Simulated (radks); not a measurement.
Neutral titanium: order these configurations by energy. Calculated with a radial shooting solver on a logarithmic mesh with Libxc functionals: Dirac Kohn-Sham, relativistic LDA (MacDonald-Vosko exchange, VWN5 correlation), spin-unpolarised, spherical densities, finite nucleus; Fermi nuclear charge, rms radius of each element as measured or else 0.836 A^(1/3) + 0.57 fm. Sub-shells are occupied by j as written (lower j first in brackets). [Ar] 3d(3/2: 1, 5/2: 0) 4s2 4p(1/2: 1, 3/2: 0); [Ar] 3d(3/2: 2, 5/2: 0) 4s1 4p(1/2: 1, 3/2: 0); [Ar] 3d(3/2: 2, 5/2: 0) 4s2; [Ar] 3d(3/2: 3, 5/2: 0) 4s1.

Answer. From the lowest, in eV above it: [Ar] 3d(3/2: 2, 5/2: 0) 4s2 0.000; [Ar] 3d(3/2: 3, 5/2: 0) 4s1 1.022; [Ar] 3d(3/2: 2, 5/2: 0) 4s1 4p(1/2: 1, 3/2: 0) 3.105; [Ar] 3d(3/2: 1, 5/2: 0) 4s2 4p(1/2: 1, 3/2: 0) 4.839.
